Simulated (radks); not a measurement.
The numbers below are computed, except where a source is named.
Spin polarisation of the 6p3 shell in neutral bismuth. Start: [Hg] 6p(up 1.5, down 1.5); electrons of 6p are moved from spin down to spin up, other shells keep equal spins. Code: a radial shooting solver on a logarithmic mesh with Libxc functionals. Model: scalar-relativistic Kohn-Sham, r2SCAN, spin-polarised, spherical densities, finite nucleus; meta-GGA in the generalised Kohn-Sham scheme; Fermi nuclear charge, rms radius of each element as measured or else 0.836 A^(1/3) + 0.57 fm.

| moment (Bohr magnetons) | E - E(0) (eV) | e(6p up) (eV) | e(6p down) (eV) | 6s down minus up (eV) | 5d down minus up (eV) |
|---|---|---|---|---|---|
| 0 | 0.000 | -4.694 | -4.694 | 0.000 | 0.000 |
| 0.75 | -0.121 | -4.987 | -4.339 | 0.575 | 0.063 |
| 1.5 | -0.488 | -5.226 | -3.917 | 1.153 | 0.125 |
| 2.25 | -1.106 | -5.412 | -3.417 | 1.719 | 0.189 |
| 3 | -1.999 | -5.539 | -2.553 | 2.237 | 0.258 |

At moment 3 the spin-polarisation energy is -1.999 eV and the 6p exchange splitting 2.986 eV, that is 0.995 eV per Bohr magneton; E = -I m^2/4 would give I = 0.888 eV.
